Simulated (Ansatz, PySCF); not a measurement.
Spin states of H2O2Ru (SMILES [OH][Ru][OH]), each relaxed with B3LYP-D3(BJ)/def2-TZVP.
State 1 (charge 0, multiplicity 5):
```xyz
5

Ru    -0.10840    -0.14346    -0.14496
O      1.36274    -0.05106    -1.35995
H      1.86019     0.73496    -1.60233
O     -1.59807    -0.26487     1.04463
H     -1.57024    -0.24582     2.00531
```
State 2 (charge 0, multiplicity 1):
```xyz
5

Ru     0.200     0.368     0.285
O      1.421     0.204    -1.026
H      1.481     0.194    -1.989
O     -1.326     0.006     1.166
H     -1.829    -0.743     1.506
```

Singlets are restricted, other states unrestricted; no spin–orbit coupling, no relativity up to Kr; see below for the cores. The largest T1 diagnostic is 0.081.

Run with Ansatz (Gaussian orbitals); PySCF for the dispersion terms. Each number belongs to the level named beside it. In def2 rows elements past Kr take small-core potentials, without spin–orbit coupling.

### Question
One of these levels gives 4.46 kcal/mol for the energy of the multiplicity-1 state less that of the multiplicity-5 state. Name it.
A) CAM-B3LYP-D3(BJ)/def2-TZVPP
B) PBE0-D4/def2-TZVPP
C) BLYP-D3(BJ)/def2-TZVPP
D) SVWN5/def2-TZVPP

### Answer
D, SVWN5/def2-TZVPP. The others give 11.88 (BLYP-D3(BJ)/def2-TZVPP), 27.02 (PBE0-D4/def2-TZVPP), 23.02 (CAM-B3LYP-D3(BJ)/def2-TZVPP)

Ansatz is a quantum-chemistry and plane-wave program.
